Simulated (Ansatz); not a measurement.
`C=C[SiH](C)O[SiH3]` + `CC(=N)O` → `C/C(O)=N\[SiH3]` + `C=C[SiH](C)O`  (ligand exchange at the Si–O bond)

Computed with Ansatz on PBE0-D4/def2-TZVP structures; ΔE is electronic, products minus reactants. CCSD(T)/CBS adds triple-zeta CCSD(T) − MP2 to the extrapolated MP2 energy (def2 sets, frozen cores). DFT in def2-TZVPP. Each species was taken in one conformer, which may not be the lowest.

`C=C[SiH](C)O[SiH3]`:

```xyz
16

C    -1.440   -1.155    1.428
C    -1.680   -0.236    0.497
Si   -0.347    0.575   -0.511
C    -0.530    0.188   -2.319
O     1.114    0.031    0.003
Si    2.316    0.268    1.080
H    -0.429   -1.485    1.653
H    -2.234   -1.620    2.005
H    -2.716    0.052    0.319
H    -0.410    2.051   -0.303
H    -0.452   -0.888   -2.492
H    -1.504    0.522   -2.687
H     0.243    0.690   -2.906
H     2.232    1.632    1.669
H     2.218   -0.736    2.173
H     3.621    0.110    0.391
```

`CC(=N)O`:

Z-matrix (Å, degrees):
```
C
C 1 1.493
H 1 1.092 2 109.8
H 1 1.092 2 109.8 3 117.7
H 1 1.088 2 111.1 3 -121.1
N 2 1.263 1 129.2 3 121.0
O 2 1.346 1 111.4 3 -59.0
H 6 1.014 2 111.4 1 0.0
H 7 0.967 2 106.0 1 180.0
```

`C/C(O)=N\[SiH3]`:

```xyz
12

C    -0.078    0.497   -1.498
C     0.695   -0.309   -0.504
O     1.782   -0.854   -1.083
N     0.460   -0.516    0.715
Si   -0.799    0.006    1.756
H    -0.381   -0.143   -2.329
H    -0.957    0.947   -1.043
H     0.563    1.279   -1.911
H     2.229   -1.357   -0.388
H    -1.489   -1.192    2.300
H    -1.827    0.875    1.106
H    -0.198    0.767    2.881
```

`C=C[SiH](C)O`:

Z-matrix (Å, degrees):
```
Si
C 1 1.862
O 1 1.652 2 110.3
C 1 1.866 2 109.5 3 -123.9
H 1 1.486 2 110.4 3 115.1
C 2 1.331 1 123.2 3 -7.5
H 2 1.090 1 119.0 3 172.0
H 3 0.958 1 117.1 2 -66.5
H 4 1.094 1 110.4 2 -59.8
H 4 1.093 1 111.4 2 59.7
H 4 1.092 1 110.9 2 -179.4
H 6 1.087 2 122.5 1 179.4
H 6 1.087 2 121.4 1 -1.2
```

CCSD(T)/CBS gives +64.3 kJ/mol.

(1) Another level gave +61.6 kJ/mol. Which?
A. SCS-MP2/def2-TZVPP
B. HF/def2-TZVPP
C. MP2/def2-TZVPP
D. PBE0/def2-TZVPP

Largest T1 diagnostic among the species: 0.013.

## Answers

(1) C. MP2/def2-TZVPP 61.6, SCS-MP2/def2-TZVPP 65.9, PBE0 55.6, HF/def2-TZVPP 75.8 kJ/mol.

In def2-TZVPP, CCSD(T) changes the Hartree–Fock value by −11.4 kJ/mol (the triples alone add −2.8 kJ/mol) and MP2 by −14.2 kJ/mol. From PBE to PBE0 (25 % exact exchange), in def2-TZVPP and without D4, ΔE moves by +5.1 kJ/mol.
